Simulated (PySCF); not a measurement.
C4H2Br2, SMILES C#C/C(Br)=C\Br.

The structure is a stationary point at PBE0-D3(BJ)/def2-SVP. The structure was generated by enumeration; whether it is a known compound was not checked.

Computed with PBE/def2-TZVP in PySCF.

Gas-phase values at a fixed geometry.

| Property | Result |
|---|---|
| total energy | -5300.93215 hartree |
| point group | Cs |
| highest occupied level | -6.01 eV |
| lowest empty level | -2.53 eV |
| orbital gap | 3.48 eV |
| dipole moment | 0.096 e·Å |
| quadrupole, principal values (traceless, Buckingham form, about the centre of nuclear charge) | -6.16, -3.72, 9.88 D·Å |
| mean static polarisability | 91.7 bohr³ (13.58 Å³) |
| polarisability, principal values | 51.2, 104.4, 119.4 bohr³ |
